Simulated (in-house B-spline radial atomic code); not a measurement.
# Sn VI (Sn5+): [Ar] 3d10 4s2 (4p1/2)2 (4p3/2)3 (4d3/2)4 (4d5/2)5 7s1 (an excited or competing configuration)

Method: Dirac-Hartree-Fock, average of the jj configuration, Fermi nucleus of rms radius 4.6519 fm. Calculated with a B-spline radial code for spherical atoms.

Screening seen three ways: the hydrogenic charge with the same mean radius, Z_r = [3n² - l(l+1)]/(2<r>), the one with the same energy, Z_e = n√(-2ε), and Slater's rules. Values are occupation-weighted means over j. An effective charge above Z reflects the relativistic contraction of the inner shells.

```tsv
shell	electrons	ε (eV)	<r> (bohr)	Z_r	Z_e	Slater
1s	2	-29456	0.02905	51.64	46.53	49.70
2s	2	-4610.8	0.1249	48.03	36.82	45.85
2p	6	-4145.4	0.1095	45.68	34.91	45.85
3s	2	-996.93	0.3372	40.04	25.68	38.75
3p	6	-840.29	0.336	37.20	23.58	38.75
3d	10	-598	0.3134	33.51	19.89	28.85
4s	2	-237.04	0.8107	29.60	16.70	22.60
4p	5	-189.01	0.8649	26.59	14.91	22.60
4d	9	-111.53	1.005	20.90	11.45	12.20
7s	1	-21.425	5.766	12.75	8.78	6.00
```

The least bound orbital is 7s1/2 at -21.42 eV, and it is also the most diffuse (<r> = 5.766 bohr).

For the 1s electron the small component carries 3.37 % of the norm, the zero-frequency Breit interaction raises the level by 67.71 eV, self-energy by 38.35 eV, and vacuum polarisation lowers it by 5.048 eV.
